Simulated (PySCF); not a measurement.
SMILES [C-]#[N+]/C=C/C=C/C=C/F, C₇H₆FN

Geometry (Å), atoms numbered from 1 in this order:
```xyz
15

C    -4.0448    1.9602   -2.3511
N    -3.2726    1.1818   -1.9438
C    -2.3876    0.2789   -1.4787
C    -1.2370    0.6340   -0.8815
C    -0.2908   -0.3142   -0.3842
C     0.8638    0.0358    0.2142
C     1.8142   -0.9124    0.7143
C     2.9524   -0.5497    1.3026
F     3.8252   -1.4550    1.7622
H    -2.6735   -0.7560   -1.6218
H    -1.0048    1.6845   -0.7659
H    -0.5369   -1.3613   -0.5042
H     1.1105    1.0820    0.3353
H     1.5884   -1.9639    0.6056
H     3.2891    0.4633    1.4696
```

Computed, not measured: PySCF 2.14.0, quadratic response CAM-B3LYP/aug-cc-pVDZ first hyperpolarisability, Taylor convention, gas phase. Geometry: GFN2-xTB.

Give β for the processes computed.

In au, Taylor convention; the vector part is βᵢ = ⅓ Σⱼ (βᵢⱼⱼ + βⱼᵢⱼ + βⱼⱼᵢ); β∥ is 3/5 of the vector part along the dipole, the dipole points from − to +:
```csv
process,λ (nm),β vector norm,β∥,β HRS,depolarisation ratio
"static β(0;0,0)",∞,1481.5,888.6,612.3,5.03
"second harmonic β(−2ω;ω,ω)",1907,1666.2,999.2,689.1,5.02
"Pockels β(−ω;ω,0)",1907,1539.1,923.1,–,–
"second harmonic β(−2ω;ω,ω)",1064,2249.4,1347.8,931.9,4.98
"Pockels β(−ω;ω,0)",1064,1680.7,1007.9,–,–
```

Which lowest excitations, dipole and polarisabilities go with it?

S1 4.46 eV (f = 1.334); S2 5.57 eV (f = 0.000); S3 5.66 eV (f = 0.001); dipole 3.06 D; isotropic α 121.8 au static, 123.0 au at 1907 nm, 126.0 au at 1064 nm, 127.1 au at 953.5 nm, 142.6 au at 532 nm.
